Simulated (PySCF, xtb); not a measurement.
H₃OSbTe₂, SMILES [OH][Sb]([TeH])[TeH].

GFN2-xTB run with xtb at its own geometry gives an orbital gap of 3.40 eV and a dipole moment of 3.47 D.

The structure is a stationary point at r2SCAN-D4/def2-SVP. The structure was generated by enumeration; whether it is a known compound was not checked. The def2 effective core potentials stand for the cores of Sb, Te; spin–orbit coupling is left out. One conformer was computed; it need not be the lowest.

Problem. What does PBE/def2-TZVP run with PySCF give? (An estimate is asked for; the answer gives what the named calculation found.)

Solution. gap 2.63 eV (levels -5.39 and -2.76 eV), dipole 1.33 D.
